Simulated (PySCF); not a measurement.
## Exercise with solution: refractive index and permittivity of the vapour

ZrCl₃, SMILES [Cl][Zr]([Cl])[Cl] (connectivity only; charge and spin as stated), neutral, multiplicity 2.

Coordinates come from a r2SCAN-D4/def2-SVP optimisation. The multiplicity is an assumed one; other spin states were not compared. The isomer is the one that the SMILES or the coordinates give; other isomers of the formula were not compared. The def2 effective core potentials stand for the cores of Zr; spin–orbit coupling is left out.

M06-2X/def2-TZVPD in PySCF gives a mean static polarisability of 84.8 bohr³ and a dipole moment of 0.00 D. Take an ideal gas at 298.15 K and 0.1 bar, whether or not the substance is that volatile.

### Question
Work out n − 1 in the optical limit and the static ε − 1.

### Answer

Polarisability volume α' = 84.8 × 0.148185 = 12.57 Å³. Number density N = p/kT = 2.43e-6 Å⁻³.
Dilute limit of Lorentz–Lorenz: n − 1 = 2π N α' = 0.00019.
Orientation term of Debye: μ²/(3kT) = 8.098 Å³ × μ²(D²) = 0.00 Å³.
ε − 1 = 4π N (α' + μ²/3kT) = 0.00038. With no permanent dipole, ε equals n² in this model. Vibrational polarisation and dispersion are left out.
